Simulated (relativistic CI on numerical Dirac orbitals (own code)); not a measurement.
A reference radial Dirac CI calculation of Ni gave the lowest total energy -1518.34006 Ha in 11 SCF steps, from this input:

```
atom Ni  Z=28  charge=0  electrons=28
nucleus A=58  rms_radius_fm=3.7757
hamiltonian dirac-coulomb  breit=on  qed=on  c_scale=1
orbitals kli  potential=per-configuration
slater_scale 1
correlation none
mixing on
grid step=0.0125 r_max=149
scf mixing=0.4 start=green max_iterations=150 tolerance=2e-08 node_fill=0.05
configurations
  [Ar] 3d8 4s2
end
```

One setting was then changed (and the iteration limit cut to 57), and the output read:

```
SCF 1: [Ar] 3d8 4s2
 iter      energy (Ha)   residual   last orbital (Ha)
    1     -1517.486029   9.20e-01     -0.45405
    2     -1519.236714   1.92e-01     -0.31792
    3     -1519.302784   1.04e-01     -0.29946
    4     -1519.332325   9.28e-03     -0.27738
    5     -1519.332476   3.73e-03     -0.27831
    6     -1519.332401   5.61e-05     -0.27800
    7     -1519.332443   1.75e-04     -0.27798
    8     -1519.332449   6.03e-06     -0.27796
    9     -1519.332450   1.82e-06     -0.27796
   10     -1519.332450   5.17e-08     -0.27796
   11     -1519.332450   2.42e-09     -0.27796
error: orbital 3s not found
end: not converged
```

Task: Which setting was changed?
A. charge
B. end of the grid
C. start potential
D. SCF mixing

Result: B. The end of the grid at 4.47 bohr. This setting is bad on purpose; its numbers may not be properties of the ion.
